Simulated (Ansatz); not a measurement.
One geometry of Cu4S4⁻, several levels of theory.

```yaml
crystal:
  periodic: [false, false, false]
  atoms:
    - {symbol: Cu, position_ang: [0.749495, 0.141263, -1.405180]}
    - {symbol: Cu, position_ang: [-0.932055, -1.245260, -0.362632]}
    - {symbol: Cu, position_ang: [0.557759, 0.314778, 1.312617]}
    - {symbol: Cu, position_ang: [-1.228959, 1.330781, -0.211093]}
    - {symbol: S, position_ang: [2.228750, -0.743154, 0.017064]}
    - {symbol: S, position_ang: [-1.411688, 0.139624, -2.092471]}
    - {symbol: S, position_ang: [0.672661, -2.022793, 0.983960]}
    - {symbol: S, position_ang: [-0.635973, 2.084772, 1.757724]}
basis:
  gaussian: {orbitals: def2-SVP, initial_orbitals: start.molden}
total_charge: -1
magnetization: {spin_polarized: true, initial_magnetization: 1}
hamiltonian: {xc: pbe0, dispersion: d4}
scf: {omitted_lower_state_checks: [starts]}
output: {orbitals: {seedname: orbitals}}
```

The file start.molden holds the orbitals of an earlier run on this structure, at another level or in another basis.

```sh
$ ansatz run in.yaml --threads 4 --pin off --events-out ev --progress --plain --max-ram 4787MiB
```

Output, abridged:

```
Functional definition: PBE0
  name "PBE0"
  cite "Adamo & Barone, J. Chem. Phys. 110, 6158 (1999) doi:10.1063/1.478522"
  cite "Perdew, Burke & Ernzerhof, Phys. Rev. Lett. 77, 3865 (1996) doi:10.1103/PhysRevLett.77.3865"
  parent pbe
  parameter a = 0.25
  parameter kappa = 0.804
  parameter beta = 0.06672455060314922
  exchange = (1 - a)*pbe_x(kappa = kappa, mu = beta*pi^2/3) + a*exact_x
  correlation = pbe_c(beta = beta)
these checks for a lower state are left out or cut short: starts
2018 factors; integrals over basis functions are off by at most 8.9e-4 eV
mean field evaluation 1: about -221833.6395 eV, gradient 1.1e1 eV
mean field evaluation 2: about -221834.3524 eV, gradient 9.4e-1 eV
mean field evaluation 4: about -221834.7107 eV, gradient 4.5e-1 eV
mean field evaluation 8: about -221834.7124 eV, gradient 1.9e-5 eV
mean field -221834.71242726 eV, -8152.2753167330 hartree, gradient 1.9e-5 eV, S^2 0.758644; 0 other end points of the search recorded, 0 dependent functions left out
reference -221834.71247498 eV, -8152.2753184869 hartree; 91, 90 occupied and 105, 106 virtual orbitals, 2018 factors
Total energy: -221835.37816786 eV, -8152.2997822489 hartree
Checks for a lower state left out: starts
```

Run time 23 s (4 threads of Arm Neoverse V2 on a shared host), peak host memory 1.3 GiB.

First input, but with `hamiltonian: {xc: pbe, dispersion: d4}` (abridged; 11 s):

```
Functional definition: PBE
mean field -221831.58430656 eV, -8152.1603604177 hartree, gradient 1.9e-5 eV, S^2 0.752494
Total energy: -221832.35134697 eV, -8152.1885486329 hartree
Checks for a lower state left out: starts
```

Geometry: PBE-D4/def2-SVPD.

No other spin state of charge -1 was run. The structure comes from a short search, and lower isomers may exist.
